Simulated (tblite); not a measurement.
Parent: `[CH3:1][S:2][CH2:3][SiH2:4][SiH2:5][F:6]` with C1–S2–C3–Si4 -179°, S2–C3–Si4–Si5 60°, C3–Si4–Si5–F6 168°, C2H9FSSi2.

Computed geometry: GFN2-xTB, gas phase. One conformer each, not checked by frequencies here.

| coordinate of the parent | value |
| --- | --- |
| C1–S2 | 1.816 Å |
| S2–C3 | 1.818 Å |
| C3–Si4 | 1.910 Å |
| Si4–Si5 | 2.307 Å |
| Si5–F6 | 1.617 Å |
| C1–S2–C3 | 99.3° |
| S2–C3–Si4 | 110.0° |
| C3–Si4–Si5 | 110.0° |
| Si4–Si5–F6 | 105.9° |

How does the shared frame change in `[CH3:1][S:2][CH2:3][Si@H:4]([SiH2:5][F:6])[S:7][SiH3:8]` with C1–S2–C3–Si4 180°, S2–C3–Si4–Si5 -63°, C3–Si4–Si5–F6 179°, C3–Si4–S7–Si8 177°, C2H11FS2Si3? Atoms pair as C1 = C1, S2 = S2, C3 = C3, Si4 = Si4, Si5 = Si5, F6 = F6 (parent first).

```tsv
parent	relative	value in the relative	change
C1–S2	C1–S2	1.817 Å	+0.001
S2–C3	S2–C3	1.815 Å	-0.003
C3–Si4	C3–Si4	1.900 Å	-0.010
Si4–Si5	Si4–Si5	2.315 Å	+0.008
Si5–F6	Si5–F6	1.618 Å	+0.001
C1–S2–C3	C1–S2–C3	99.2°	-0.1
S2–C3–Si4	S2–C3–Si4	108.9°	-1.1
C3–Si4–Si5	C3–Si4–Si5	111.9°	+1.9
Si4–Si5–F6	Si4–Si5–F6	105.4°	-0.5
```

Of the parent's bonds, C3–Si4 changes most (-0.010 Å). Bonds of the relative outside the shared frame: Si4–S7 2.165, S7–Si8 2.150 Å. Point group C1 → C1.
